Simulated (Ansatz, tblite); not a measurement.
Cost and result up the ladder for Cu2O⁻ (the lowest doublet isomer of a short search) (3 atoms). Charge -1, multiplicity 2. Geometry: r2SCAN-D4/def2-TZVPD.

```csv
atom,x (Å),y (Å),z (Å)
Cu1,0.671,-0.051,1.124
Cu2,-1.095,0.493,-0.525
O3,0.424,-0.442,-0.599
```

Ansatz on 4 threads of Arm Neoverse V2 on a shared host; xTB runs through tblite on one thread. Times are rough, summed over both states, and most runs start from the orbitals of an earlier one. PBE0-D4/def2-TZVPD serves as the yardstick here, not as an exact answer. The other state is a singlet.

The xTB rows come from tblite. The structure comes from a short search, and lower isomers may exist.

Raw xTB energies of ions are shifted by several eV, and xTB has no spin-polarisation term.

```tsv
level	functions	wall time	vertical IE (eV)	difference from PBE0-D4/def2-TZVPD (eV)	remarks
GFN1-xTB	22	0.004 s	5.40	4.34	–
GFN2-xTB	22	0.004 s	4.22	3.16	–
PBE-D4/def2-TZVPD	136	3 s	1.32	0.25	HOMO above zero (-1 doublet)
PBE0-D4/def2-TZVPD (with forces)	136	6.3 s	1.06	0.00	HOMO above zero (-1 doublet)
r2SCAN-D4/def2-TZVPD	136	7.7 s	1.31	0.25	HOMO above zero (-1 doublet)
```
